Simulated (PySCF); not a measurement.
A GIAO shielding run with PySCF (density fitting, non-relativistic, gas phase) on SMILES [SiH2](O[C@H](C)C(F)F)C[SiH3], C₄H₁₂F₂OSi₂:

```
$ OMP_NUM_THREADS=1 python probes_run.py task.json out

{"job": {"kind": "nmr", "xc": "PBE0", "basis": "pcSseg-1"}, "charge": 0, "multiplicity": 1}
C     -2.591376    -0.418485    -1.596367
C     -1.838577    -0.341764    -0.272367
O     -0.520182     0.022535    -0.511610
Si     0.782591    -0.162569     0.456559
C      2.199853     0.230536    -0.724637
Si     3.903289    -0.026393     0.057978
C     -2.486278     0.698808     0.646703
F     -3.821096     0.498198     0.752827
F     -1.996746     0.597825     1.905275
H     -2.111543    -1.152811    -2.236888
H     -2.560002     0.549192    -2.091281
H     -3.625331    -0.706145    -1.429530
H     -1.877175    -1.308930     0.248293
H      0.819222    -1.541970     0.952832
H      0.738515     0.756870     1.593556
H      2.114562     1.262203    -1.064436
H      2.117877    -0.388236    -1.617772
H      4.941353     0.310860    -0.921767
H      4.051869     0.834564     1.230942
H      4.065212    -1.423899     0.460050
H     -2.314958     1.726552     0.295911
```

Hardware: 1 thread of an Arm Neoverse V2, shared host. The job also computes population analyses, field gradients.

(1) How large is the calculation?

(2) How long does it take, and how much memory does it need?

Results:

(1) 90 electrons, 227 basis functions and 1225 auxiliary functions.

(2) 62 s of wall time, with 14 SCF cycles and 4 response iterations; peak memory 1.1 GiB. Times on a shared host scatter by some tens of per cent.
